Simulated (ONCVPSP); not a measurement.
# carbon (C): excitation energies, all-electron against ONCV

ONCVPSP 4.0.1 input, shortened (lines: element, Z, core and valence counts, functional; n l f; lmax; l rc ep ncon nbas qcut; lloc lpopt rc5 dvloc0; l nproj debl; icmod fcfact rcfact), PBE, scalar-relativistic:

```
  C 6.00    1    2        4      upf
    1    0    2.00
    2    0    2.00
    2    1    2.00
    2
    0    1.10    0.00    4    8    4.70
    1    1.10    0.00    3    8    8.30
    2    1.50    0.16    4    7    5.70
    1    5    1.10    0.00
    0    2    3.00
    1    0    3.30
    2    2    0.40
    1    0.40    0.00
```

Energies are relative to the spin-unpolarised reference configuration 2s2 2p2; without spin polarisation the order of configurations can differ from experiment.

Question: Give the all-electron excitation energy and the error of the potential for: 2s2 2p1; 2s2 2p0; 2s1 2p0; 2s0 2p4.

Answer:

```
valence configuration  charge  ΔE all-electron (eV)  error AE − PS (meV)
              2s2 2p1      +1                10.861                 +5.1
              2s2 2p0      +2                35.017                  +72
              2s1 2p0      +3                83.211                 +139
              2s0 2p4       0                16.975                  +41
```
